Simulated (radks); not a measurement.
The table gives one normalised radial function P(r) = r R(r) of Re4+ in [Xe] 4f14 5d3 (r in bohr). Method: scalar-relativistic Kohn-Sham, LDA (Slater exchange, Perdew-Wang correlation), spin-polarised, spherical densities, finite nucleus; open shells are filled with parallel spins first (spin-orbit coupling, left out, can overturn this in heavy ions); Fermi nuclear charge, rms radius 5.3698 fm; computed with a radial shooting solver on a logarithmic mesh with Libxc functionals.

r	P
0.001572	0.0000
0.001816	0.0000
0.002081	0.0000
0.002403	0.0000
0.002775	0.0000
0.003205	0.0000
0.003701	0.0000
0.004274	0.0000
0.004897	0.0000
0.005656	0.0000
0.006531	0.0000
0.007543	0.0000
0.008711	0.0001
0.009981	0.0001
0.01153	0.0002
0.01331	0.0003
0.01537	0.0004
0.01775	0.0008
0.02034	0.0012
0.02349	0.0020
0.02713	0.0034
0.03133	0.0055
0.03618	0.0090
0.04146	0.0141
0.04788	0.0224
0.05529	0.0351
0.06386	0.0541
0.07375	0.0820
0.08517	0.1220
0.09758	0.1739
0.1127	0.2474
0.1301	0.3428
0.1503	0.4616
0.1736	0.6025
0.1989	0.7512
0.2297	0.9157
0.2652	1.0733
0.3063	1.2065
0.3538	1.2983
0.4053	1.3351
0.4681	1.3160
0.5406	1.2404
0.6243	1.1183
0.721	0.9641
0.826	0.8036
0.954	0.6326
1.102	0.4734
1.272	0.3354
1.469	0.2236
1.697	0.1392
1.944	0.0827
2.245	0.0436
2.593	0.0206
2.995	0.0086
3.459	0.0031
3.963	0.0010
4.576	0.0002
5.285	0.0000

Which n and l does it have? It may be an empty orbital.

Answer. n = 4, l = 3: the number of nodes gives n - l - 1 = 0, the rise at small r (about r^(l+1), flatter next to the nucleus through relativity) gives l, and the extent must fit the shell. The curve is that of 4f up; the table hardly tells the two spins apart. 4f up: eigenvalue -87.598 eV, 0 radial nodes, <r> = 0.580 bohr, 90 % of the charge inside 0.953 bohr.
